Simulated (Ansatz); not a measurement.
A series at Si: from `N[Si](N)(N)N`, ligands are replaced one by one, each step taking up H₂ and setting free NH₃; n counts the steps. Ansatz, PBE0-D4/def2-TZVP geometries. Each molecule was computed in one conformer, which needn't be the lowest.

CBS adds triple-zeta CCSD(T) − MP2 to the MP2 limit, frozen cores; atoms without spin–orbit coupling. 

```csv
n,molecule,"atomization energy, CCSD(T)/CBS (kJ/mol)"
0,`N[Si](N)(N)N`,4680.0
1,`N[SiH](N)N`,3847.8
2,`N[SiH2]N`,?
3,`N[SiH3]`,2173.0
4,SiH₄,1362.7
```

**Question.** By hand: fit a straight line y = ȳ + b (n − n̄) to the 4 given rows and predict n = 2.

**Answer.** n̄ = 2.000, ȳ = 3015.88; Σ(n − n̄)(y − ȳ) = -8309.40, Σ(n − n̄)² = 10.000, so b = -830.94 kJ/mol a step. Prediction: 3015.88 + (-830.94) × (0.000) = 3015.9 kJ/mol.

**Question.** By hand: compare with the computed value, 3007.4 kJ/mol, and give the steps along the whole series.

**Answer.** The line misses by -8.5 kJ/mol (computed minus predicted). Steps: -832.2, -840.4, -834.4, -810.3 kJ/mol.

The steps differ by up to 30.1 kJ/mol, small against a whole step but well beyond the method's doubt, so the ligands' effects don't simply add. The miss is 0.3 % of the series' range. The energies themselves are unsure by some kJ/mol a bond, though much of that is common to the series.
